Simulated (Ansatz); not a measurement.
Consider the formal exchange of groups at a Ga–N bond: `[F][Ga]([F])[NH][GaH2]` + `C#N` → `N#[C][Ga]([F])[F]` + `[NH2][GaH2]`.

Calculated with Ansatz (gas phase, PBE0-D4/def2-TZVP geometries, no zero-point term in ΔE). CCSD(T)/CBS adds triple-zeta CCSD(T) − MP2 to the extrapolated MP2 energy (def2 sets, frozen cores). This one scheme is used for every species. DFT in def2-TZVPP. B3LYP here is the variant with VWN-RPA as its local correlation; programs differ in this. For Ga outer-core shells are correlated without core-valence functions, which leaves a few kJ/mol of doubt a bond. Scalar relativity is left out up to krypton. Each species was taken in one conformer, which may not be the lowest.

`[F][Ga]([F])[NH][GaH2]`:

```xyz
8

F     1.063    1.789   -2.381
Ga    0.667    0.425   -1.371
F     1.152   -1.111   -2.030
N    -0.169    0.576    0.217
Ga   -0.654   -0.748    1.405
H    -0.391    1.529    0.473
H    -1.369   -0.257    2.702
H    -0.298   -2.203    0.985
```

`C#N`:

Cartesian coordinates in Å:
```
C -0.018 0.001 -0.018
N 0.797 -0.027 0.786
H -0.779 0.026 -0.768
```

`N#[C][Ga]([F])[F]`:

Cartesian coordinates in Å:
```
N -2.421 0.129 0.077
C -1.272 0.068 0.041
Ga 0.629 -0.034 -0.020
F 1.614 1.378 0.095
F 1.449 -1.541 -0.193
```

`[NH2][GaH2]`:

```xyz
6

N    -0.723    0.339   -0.520
Ga    0.653   -0.306    0.469
H    -1.309    1.106   -0.238
H    -0.992   -0.029   -1.417
H     0.921    0.394    1.839
H     1.451   -1.505   -0.134
```

```json
{"level": "B3LYP", "ΔE (kJ/mol)": "20.9"}
{"level": "CCSD/def2-TZVPP", "ΔE (kJ/mol)": "24.9"}
```

(1) What does CCSD(T)/CBS give? (Estimate.)

(2) What do rigid-rotor, harmonic-oscillator terms from PBE0-D4/def2-TZVP frequencies (298.15 K, 1 bar) make of the CCSD(T)/CBS value? (Best estimate.)

Largest T1 diagnostic among the species: 0.015.

## Answers

(1) Ansatz gave: +29.9 kJ/mol. The listed levels differ from it by -9.0, -5.0 kJ/mol.

(2) Computed: ΔZPE = +1.7 kJ/mol, ΔH = +30.9 kJ/mol, ΔS = 8 J/(mol·K), ΔG = +28.6 kJ/mol.

From BLYP to BHLYP (50 % exact exchange), in def2-TZVPP and without D4, ΔE moves by +3.1 kJ/mol. In def2-TZVPP, CCSD(T) changes the Hartree–Fock value by +4.4 kJ/mol (the triples alone add +0.3 kJ/mol) and MP2 by +6.6 kJ/mol.

CCSD(T)/CBS has its own doubt, a few kJ/mol and more with outer-core shells, so smaller differences from it don't rank the levels.
